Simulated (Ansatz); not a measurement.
Ansatz (a program for electronic structure) input:

Ansatz 0.2 input:
```yaml
crystal:
  periodic: [false, false, false]
  atoms:
    - {symbol: Si, position_ang: [-0.07136741, -0.65899184, 0.07293053]}
    - {symbol: N, position_ang: [-1.33322230, 0.52945454, 0.00488061]}
    - {symbol: Si, position_ang: [-2.95931068, 0.42439046, 0.59277520]}
    - {symbol: N, position_ang: [1.44906690, 0.17308324, 0.13653075]}
    - {symbol: Si, position_ang: [2.95150207, -0.18953920, -0.65576651]}
    - {symbol: H, position_ang: [0.01966287, -1.52239634, -1.14546391]}
    - {symbol: H, position_ang: [-1.07771576, 1.39383212, -0.46043758]}
    - {symbol: H, position_ang: [-3.12098465, -0.91779325, 1.19304077]}
    - {symbol: H, position_ang: [-3.94851862, 0.60128005, -0.49864975]}
    - {symbol: H, position_ang: [-3.24167644, 1.46090656, 1.61706060]}
    - {symbol: H, position_ang: [1.50560262, 0.88009665, 0.86013474]}
    - {symbol: H, position_ang: [3.92778425, -0.85489202, 0.24228049]}
    - {symbol: H, position_ang: [2.65476431, -1.08417907, -1.79359996]}
    - {symbol: H, position_ang: [3.57863330, 1.06334907, -1.14339384]}
basis:
  gaussian:
    orbitals: def2-TZVPD
hamiltonian:
  xc: {name: r2SCANh}
magnetization: {spin_polarized: true, initial_magnetization: 1}
output: {forces: true}
```

### Question
Predict the final energy.

### Answer
-983.36305 Eh (r2SCANh/def2-TZVPD). The basis has 284 functions.

It need not be the lowest isomer of its formula.
